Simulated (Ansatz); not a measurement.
Input (CCSDT(Q)/aug-cc-pVDZ; Ansatz, a quantum-chemistry and plane-wave program):

Ansatz 0.2 input:
```yaml
crystal:
  periodic: [false, false, false]
  atoms:
    - {symbol: B, position_ang: [-0.33798483, 0.09073022, -0.26029678]}
    - {symbol: F, position_ang: [0.16984668, 1.06678346, 0.49152841]}
    - {symbol: H, position_ang: [-1.29655478, 0.31833331, -0.94509884]}
    - {symbol: N, position_ang: [0.12027915, -1.22942046, -0.18464755]}
    - {symbol: H, position_ang: [0.61590487, -1.76709243, -0.88464018]}
basis:
  gaussian:
    orbitals: aug-cc-pVDZ
magnetization: {spin_polarized: true, initial_magnetization: 1}
correlation: {method: ccsdt_q, electrons: outside_noble_gas}
```

Output:

```
Functional definition: HF
integrals: 0.20 GiB planned
1438 factors; integrals over basis functions are off by at most 1.3e-7 eV
mean field: 0.25 GiB planned
mean field evaluation 1: about -4889.2479 eV, gradient 2.3e1 eV
mean field evaluation 2: about -4889.2484 eV, gradient 2.3e1 eV
mean field evaluation 4: about -4892.2353 eV, gradient 2.9e0 eV
mean field evaluation 8: about -4892.4068 eV, gradient 2.8e-1 eV
mean field evaluation 16: about -4889.2508 eV, gradient 2.3e1 eV
mean field evaluation 32: about -4892.2997 eV, gradient 2.3e0 eV
mean field -4892.41772483 eV, -179.7930351877 hartree, gradient 1.8e-6 eV, S^2 0.761606; 5 other end points of the search recorded, 0 dependent functions left out
determinant -4892.41772483 eV, -179.7930351877 hartree, with singles and doubles -4904.67738368 eV, -180.2435693406 hartree
determinant -4890.92093883 eV, -179.7380293167 hartree, with singles and doubles -4903.15100095 eV, -180.1874758096 hartree
3 core orbitals not correlated
reference -4892.41772483 eV, -179.7930351877 hartree; 9, 8 occupied and 75, 76 virtual orbitals, 1438 factors
second order -11.56361534 eV of doubles, -0.00000000 eV of singles
coupled cluster: 9.12 GiB planned
cycle   1  -11.89030201 eV  change   -3.3e-1 eV  update   9.7e-2
cycle   2  -12.33808049 eV  change   -4.5e-1 eV  update   4.7e-2
cycle   3  -12.64095031 eV  change   -3.0e-1 eV  update   2.3e-2
cycle   4  -12.63671894 eV  change    4.2e-3 eV  update   1.0e-2
cycle   5  -12.61098948 eV  change    2.6e-2 eV  update   6.4e-3
cycle   6  -12.62018668 eV  change   -9.2e-3 eV  update   3.6e-3
cycle   7  -12.62705412 eV  change   -6.9e-3 eV  update   2.2e-3
cycle   8  -12.62589791 eV  change    1.2e-3 eV  update   1.4e-3
cycle   9  -12.62524285 eV  change    6.6e-4 eV  update   1.0e-3
cycle  10  -12.62660788 eV  change   -1.4e-3 eV  update   7.7e-4
cycle  11  -12.62522882 eV  change    1.4e-3 eV  update   5.9e-4
cycle  12  -12.62559911 eV  change   -3.7e-4 eV  update   4.3e-4
cycle  13  -12.62598805 eV  change   -3.9e-4 eV  update   2.9e-4
cycle  14  -12.62583307 eV  change    1.5e-4 eV  update   1.7e-4
cycle  15  -12.62573404 eV  change    9.9e-5 eV  update   1.1e-4
cycle  16  -12.62585874 eV  change   -1.2e-4 eV  update   6.7e-5
cycle  17  -12.62588183 eV  change   -2.3e-5 eV  update   3.3e-5
cycle  18  -12.62588183 eV  change   -1.4e-9 eV  update   1.9e-5
cycle  19  -12.62589507 eV  change   -1.3e-5 eV  update   1.1e-5
cycle  20  -12.62590189 eV  change   -6.8e-6 eV  update   6.2e-6
cycle  21  -12.62589976 eV  change    2.1e-6 eV  update   3.7e-6
cycle  22  -12.62589922 eV  change    5.4e-7 eV  update   2.2e-6
cycle  23  -12.62590053 eV  change   -1.3e-6 eV  update   1.3e-6
perturbative correction -0.02123736 eV, -0.0007804586 hartree
Total energy: -4905.06486273 eV, -180.2578089328 hartree
```
